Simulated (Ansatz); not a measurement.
Total energies of (FAlNH)4 cubane (Al₄N₄F₄H₄) from Ansatz at PBE-D4/def2-TZVP, gas phase (1 Eh = 27.2114 eV = 2625.5 kJ/mol). The reference geometry is relaxed at PBE-D4/def2-SVP.

| state | geometry | energy (Eh) |
| --- | --- | --- |
| charge 0 singlet | reference | -1590.41234 |
| charge 1 doublet | reference | -1590.04909 |
| free Al atom (doublet) | – | -242.22759 |
| free F atom (doublet) | – | -99.66912 |
| free N atom (quartet) | – | -54.53214 |
| free H atom (doublet) | – | -0.49962 |

Single mean-field runs in def2-TZVP are fitted with def2-universal-jkfit.

**Question.** Work out the vertical ionisation energy to the doublet.

**Answer.** E(charge 1 doublet) − E(charge 0 singlet) = -1590.04909 − (-1590.41234) = 0.36325 Eh = 9.88 eV. For comparison, −ε of the highest occupied level is 7.26 eV at this level, 2.62 eV less.

**Question.** What is the binding energy per atom against free atoms?

**Answer.** Atoms: 4 × (-242.22759) + 4 × (-99.66912) + 4 × (-54.53214) + 4 × (-0.49962) = -1587.71388 Eh. Binding: -1587.71388 − (-1590.41234) = 2.69846 Eh = 73.43 eV, or 4.59 eV for each of 16 atoms (no zero-point energy, no counterpoise term).

At PBE-D4/def2-TZVP the gap within one spin of the charge 1 doublet nearly closes, so an electron or hole may be smeared out by delocalisation error.
